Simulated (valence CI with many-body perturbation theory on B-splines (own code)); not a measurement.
Energy levels of Ta LXI

Calculated by relativistic CI+MBPT: three valence electrons over a frozen Dirac-Fock core [Ne], a basis of 11 s, 11 p, 10 d, 8 f, 5 g, 2 h functions for each j, with the one-electron correlation potential Σ1 (screened to all orders), the two-electron term Σ2, the three-electron term Σ3, Breit, model QED; selected single and double excitations, second order for the rest, scaled by the run's own slope (own B-spline code, finite nucleus).

The last digits are not significant, and no measured levels were compared; by estimate large intervals hold to a few tenths of a per cent, small ones and those within an open d or f shell to about a per cent.

Levels 46 to 90 of 157, with energies above the lowest level, (3s^2 3p1/2) J=1/2. "Leading %" is the weight of the configuration and term that name the level; weights of strongly mixed levels are sums over their largest components and can fall short, so below about 35 % the name and the second component can differ from the true leading terms, or belong to a minority configuration. In the jj column 3d3/2^4 stands for four electrons in 3d with j = 3/2. Lifetimes count E1, E2, E3, M1 and M2 decay at the calculated energies, and are blank where another channel may lead or the interval is too uncertain; long ones can be off by a factor of two.

```tsv
No.	Configuration	Term	J	E (× 10³ cm⁻¹)	Leading %	Lifetime	g	Second component	Leading jj
46	3p2 3d	2D	3/2	9969.8	35	324 fs	1.090	23 % 3p2 3d 2P	3p1/2 3p3/2 3d3/2 (84 %)
47	3p2 3d	2D	5/2	9978.6	30	368 fs	1.138	22 % 3p2 3d 4F	3p1/2 3p3/2 3d3/2 (85 %)
48	3p2 3d	4P	1/2	10007	32	396 fs	1.685	30 % 3p2 3d 2P	3p1/2 3p3/2 3d3/2 (86 %)
49	3s 3d2	4F	3/2	10202	73	276 fs	0.553	14 % 3s 3d2 2D	3s 3d3/2^2 (83 %)
50	3s 3d2	4F	5/2	10307	47	245 fs	1.065	21 % 3s 3d2 2D	3s 3d3/2^2 (76 %)
51	3p2 3d	4D	7/2	10342	48	702 fs	1.296	33 % 3p2 3d 4F	3p1/2 3p3/2 3d5/2 (98 %)
52	3p2 3d	2G	9/2	10406	59	1.26 ps	1.173	33 % 3p2 3d 4F	3p1/2 3p3/2 3d5/2 (92 %)
53	3p2 3d	2P	3/2	10435	50	691 fs	1.333	22 % 3p2 3d 4P	3p1/2 3p3/2 3d5/2 (94 %)
54	3s 3d2	4P	1/2	10463	61	232 fs	2.274	24 % 3s 3d2 2S	3s 3d3/2^2 (83 %)
55	3p2 3d	2D	5/2	10470	43	681 fs	1.122	22 % 3p2 3d 4D	3p1/2 3p3/2 3d5/2 (89 %)
56	3p2 3d	2F	7/2	10566	50	985 fs	1.121	18 % 3p2 3d 4F	3p1/2 3p3/2 3d5/2 (79 %)
57	3p2 3d	4P	5/2	10584	40	572 fs	1.248	24 % 3p2 3d 2F	3p1/2 3p3/2 3d5/2 (92 %)
58	3p2 3d	2P	1/2	10668	45	906 fs	1.222	36 % 3p2 3d 2S	3p1/2 3p3/2 3d5/2 (86 %)
59	3p2 3d	2D	3/2	10695	60	572 fs	0.935	13 % 3p2 3d 4D	3p1/2 3p3/2 3d5/2 (92 %)
60	3s 3d2	4F	7/2	10806	82	428 fs	1.198	8 % 3p2 3d 2F	3s 3d3/2 3d5/2 (83 %)
61	3s 3d2	4F	5/2	10827	43	488 fs	1.189	27 % 3s 3d2 4P	3s 3d3/2 3d5/2 (95 %)
62	3s 3d2	4P	3/2	10874	84	510 fs	1.559	9 % 3s 3d2 2D	3s 3d3/2 3d5/2 (99 %)
63	3s 3d2	2G	9/2	10935	54	454 fs	1.192	39 % 3s 3d2 4F	3s 3d3/2 3d5/2 (88 %)
64	3s 3d2	2F	5/2	10999	50	353 fs	1.117	30 % 3s 3d2 4P	3s 3d3/2 3d5/2 (84 %)
65	3s 3d2	2G	7/2	11001	74	543 fs	0.949	21 % 3s 3d2 2F	3s 3d3/2 3d5/2 (94 %)
66	3s 3d2	2D	3/2	11037	36	367 fs	1.062	33 % 3s 3d2 2P	3s 3d3/2 3d5/2 (83 %)
67	3p3	2P°	3/2	11108	51	196 fs	1.293	28 % 3p3 2D°	3p3/2^3 (98 %)
68	3s 3d2	2P	1/2	11117	57	307 fs	1.194	22 % 3s 3d2 4P	3s 3d3/2 3d5/2 (79 %)
69	3p 3d2	4G°	5/2	11336	53	2.04 ps	0.733	35 % 3p 3d2 2F°	3p1/2 3d3/2^2 (99 %)
70	3s 3d2	4F	9/2	11431	61	1.62 ps	1.235	38 % 3s 3d2 2G	3s 3d5/2^2 (94 %)
71	3s 3d2	2D	5/2	11544	52	1.38 ps	1.310	37 % 3s 3d2 4P	3s 3d5/2^2 (96 %)
72	3s 3d2	2F	7/2	11608	64	1.37 ps	1.099	20 % 3s 3d2 2G	3s 3d5/2^2 (91 %)
73	3s 3d2	2P	3/2	11659	52	1.13 ps	1.120	34 % 3s 3d2 2D	3s 3d5/2^2 (90 %)
74	3p 3d2	2D°	3/2	11673	40	316 fs	0.760	37 % 3p 3d2 4F°	3p1/2 3d3/2^2 (98 %)
75	3p 3d2	2P°	1/2	11674	43	582 fs	0.646	40 % 3p 3d2 4D°	3p1/2 3d3/2^2 (98 %)
76	3s 3d2	2S	1/2	11807	66	1.14 ps	1.840	15 % 3s 3d2 2P	3s 3d5/2^2 (94 %)
77	3p 3d2	4G°	7/2	12029	58	3.80 ps	1.005	14 % 3p 3d2 2G°	3p1/2 3d3/2 3d5/2 (99 %)
78	3p 3d2	2D°	5/2	12059	25	2.59 ps	1.056	22 % 3p 3d2 4F°	3p1/2 3d3/2 3d5/2 (99 %)
79	3p 3d2	4D°	3/2	12114	42	2.64 ps	1.152	21 % 3p 3d2 2D°	3p1/2 3d3/2 3d5/2 (99 %)
80	3p 3d2	4P°	1/2	12136	49	2.72 ps	1.762	28 % 3p 3d2 4D°	3p1/2 3d3/2 3d5/2 (100 %)
81	3p 3d2	2H°	9/2	12155	51	3.82 ps	1.016	32 % 3p 3d2 2G°	3p1/2 3d3/2 3d5/2 (99 %)
82	3p 3d2	4D°	5/2	12330	28	447 fs	1.136	18 % 3p 3d2 4F°	3p1/2 3d3/2 3d5/2 (99 %)
83	3p 3d2	2F°	7/2	12373	45	512 fs	1.114	28 % 3p 3d2 2G°	3p1/2 3d3/2 3d5/2 (97 %)
84	3p 3d2	2P°	3/2	12415	31	409 fs	1.344	26 % 3p 3d2 4D°	3p1/2 3d3/2 3d5/2 (98 %)
85	3p2 3d	2D	3/2	12631	35	205 fs	1.133	24 % 3p2 3d 4P	3p3/2^2 3d3/2 (98 %)
86	3p2 3d	4D	5/2	12691	26	213 fs	1.168	22 % 3p2 3d 2F	3p3/2^2 3d3/2 (94 %)
87	3p2 3d	4P	1/2	12709	45	201 fs	1.609	29 % 3p2 3d 2P	3p3/2^2 3d3/2 (96 %)
88	3p2 3d	2F	7/2	12724	46	222 fs	1.093	27 % 3p2 3d 2G	3p3/2^2 3d3/2 (98 %)
89	3p 3d2	4D°	7/2	12814	35	1.87 ps	1.212	18 % 3p 3d2 4F°	3p1/2 3d5/2^2 (98 %)
90	3p 3d2	2G°	9/2	12848	29	2.62 ps	1.112	29 % 3p 3d2 4G°	3p1/2 3d5/2^2 (98 %)
```
